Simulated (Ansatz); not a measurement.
Consider the cleavage of the Si–Si bond: `[SiH3][SiH2]BCl` + `C=C[SiH2]O` → `C=C[SiH2]O[SiH3]` + `[SiH3]BCl`.

Program: Ansatz. Geometries: PBE0-D4/def2-TZVP. ΔE: electronic, gas phase. CCSD(T)/CBS is the MP2 limit (def2-TZVPP, def2-QZVPP) plus CCSD(T) − MP2 in def2-TZVPP, frozen cores. This one scheme is used for every species. Functionals use def2-TZVPP. HSE06 is defined as in plane-wave codes. Each species was taken in one conformer, which may not be the lowest.

```tsv
level	ΔE (kJ/mol)	difference from CCSD(T)/CBS
PBE-D4	-67.6	28.6
B97M-V	-89.3	6.9
r2SCANh-D4	-88.2	8.0
B2PLYP	-100.1	-3.9
PBE	-67.0	29.2
BLYP	-89.8	6.4
PBE0	-76.6	19.6
r2SCAN0	-90.5	5.7
HSE06	-76.3	19.9
BHLYP	-109.5	-13.3
LC-ωPBE	-87.4	8.8
RPA@PBE/def2-TZVPP	-99.0	-2.8
MP2/def2-TZVPP	-101.3	-5.1
CCSD/def2-TZVPP	-100.5	-4.3
HF/CBS(def2)	-129.8	-33.6
CCSD/CBS(def2)	-100.9	-4.7
CCSD(T)/CBS	-96.2	0
```

Largest T1 diagnostic among the species: 0.014.

In def2-TZVPP, CCSD(T) changes the Hartree–Fock value by +30.7 kJ/mol (the triples alone add +4.6 kJ/mol) and MP2 by +25.2 kJ/mol. From r2SCAN to r2SCAN0 (25 % exact exchange), in def2-TZVPP and without D4, ΔE moves by −4.5 kJ/mol.
